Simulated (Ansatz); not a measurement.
Consider the ligand exchange at a Ge–C bond: `F[Si@H]1S[C@@H]1[GeH3]` + HI → `[GeH3][I]` + `F[SiH]1CS1`.

Computed with Ansatz on PBE0-D4/def2-TZVP structures; ΔE is electronic, products minus reactants. CCSD(T)/CBS adds triple-zeta CCSD(T) − MP2 to the extrapolated MP2 energy (def2 sets, frozen cores). Functionals use def2-TZVPP. Elements past krypton have def2 core potentials. For Ge, I outer-core shells are correlated without core-valence functions, which leaves a few kJ/mol of doubt a bond. Scalar relativity is left out up to krypton.

`F[Si@H]1S[C@@H]1[GeH3]`:

Z-matrix (Å, degrees):
```
Si
S 1 2.062
C 1 1.821 2 58.4
F 1 1.588 2 120.2 3 108.2
H 1 1.471 2 121.3 3 -112.0
Ge 3 1.949 1 123.7 2 -104.9
H 3 1.089 1 116.3 2 102.6
H 6 1.537 3 108.4 1 17.8
H 6 1.537 3 109.8 1 137.5
H 6 1.539 3 109.3 1 -102.0
```

HI:

```xyz
2

I    -0.384   -0.657   -0.262
H     0.384    0.657    0.262
```

`[GeH3][I]`:

```xyz
5

Ge   -0.032   -0.091   -0.204
I     0.325    0.918    2.071
H     0.181   -1.602   -0.078
H     0.991    0.539   -1.155
H    -1.466    0.235   -0.634
```

`F[SiH]1CS1`:

Cartesian coordinates in Å:
```
F -2.086 -0.268 -0.446
Si -0.515 -0.500 -0.494
C 0.555 0.443 0.640
S 0.739 0.992 -1.160
H -0.285 -1.909 -0.850
H 0.121 1.220 1.263
H 1.469 0.023 1.047
```

| level | ΔE (kJ/mol) | difference from CCSD(T)/CBS |
| --- | --- | --- |
| PBE-D4 | -88.3 | -4.0 |
| PBE0-D4 | -91.8 | -7.5 |
| ωB97X-V | -89.4 | -5.1 |
| B2PLYP | -91.4 | -7.1 |
| PBE | -92.8 | -8.5 |
| r2SCAN | -92.8 | -8.5 |
| PBE0 | -95.9 | -11.6 |
| MP2/def2-TZVPP | -82.1 | 2.2 |
| SCS-MP2/def2-TZVPP | -83.4 | 0.9 |
| CCSD/def2-TZVPP | -82.3 | 2.0 |
| CCSD(T)/def2-TZVPP | -79.3 | 5.0 |
| HF/def2-QZVPP | -107.9 | -23.6 |
| MP2/def2-QZVPP | -85.3 | -1.0 |
| SCS-MP2/def2-QZVPP | -86.4 | -2.1 |
| HF/CBS(def2) | -108.0 | -23.7 |
| MP2/CBS(def2) | -87.1 | -2.8 |
| CCSD(T)/CBS | -84.3 | 0 |

Largest T1 diagnostic among the species: 0.012.

From PBE to PBE0 (25 % exact exchange), in def2-TZVPP and without D4, ΔE moves by −3.1 kJ/mol. In def2-TZVPP, CCSD(T) changes the Hartree–Fock value by +27.7 kJ/mol (the triples alone add +3.1 kJ/mol) and MP2 by +24.9 kJ/mol. The D4 term adds +7.2 kJ/mol with B3LYP and +4.1 kJ/mol with PBE0; it sums over pairs of atoms, weighted by their polarisabilities, and B3LYP, whose exchange is more repulsive, gets the larger term.

B3LYP here is the variant with VWN-RPA as its local correlation; programs differ in this.
